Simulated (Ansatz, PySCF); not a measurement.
Reaction (SMILES): C[SiH3] + [H][H] (H2) → C (CH4) + [SiH4] (SiH4)
Structures are relaxed separately at B3LYP-D3(BJ)/def2-TZVP in Ansatz (a program for electronic structure).

Quantity: energy of full hydrogenation (enthalpy at 298 K, with B3LYP-D3(BJ) rigid-rotor harmonic-oscillator terms from PySCF), in kcal/mol. Valence correlation only, unless marked. No spin-orbit coupling. No relativistic terms. Basis-set limits of correlation are two-point, X^-3; Hartree-Fock from the larger set. The bracket is a focal-point correction in the basis named.

RI-MP2/CBS(def2-TZVPPD,def2-QZVPPD)+[CCSD(T)-MP2]/def2-TZVPPD (Ansatz) gives -4.0 kcal/mol.

Question: Another calculation gave -6.2 kcal/mol. Which level was it?
A) HF/def2-TZVPD (PySCF)
B) SVWN5/def2-TZVPD (Ansatz)
C) B3LYP/def2-TZVPD (Ansatz)

Answer: C, B3LYP/def2-TZVPD (Ansatz). The others give -3.3 (SVWN5), -8.8 (HF) kcal/mol.
